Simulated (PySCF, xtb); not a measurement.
C3H7ClOSi, SMILES C=C(Cl)[Si@H](O)C.

GFN2-xTB run with xtb 6.7.1 at its own geometry gives an orbital gap of 4.27 eV and a dipole moment of 2.06 D.

Coordinates come from a ωB97X-D3(BJ)/def2-SVP optimisation. The structure was generated by enumeration; whether it is a known compound was not checked. Other conformers were not sampled.

Task: What does PBE/def2-TZVP (PySCF) give? (An estimate is asked for; the answer gives what the named calculation found.)

Result: gap 4.78 eV (levels -6.35 and -1.57 eV), dipole 1.25 D.
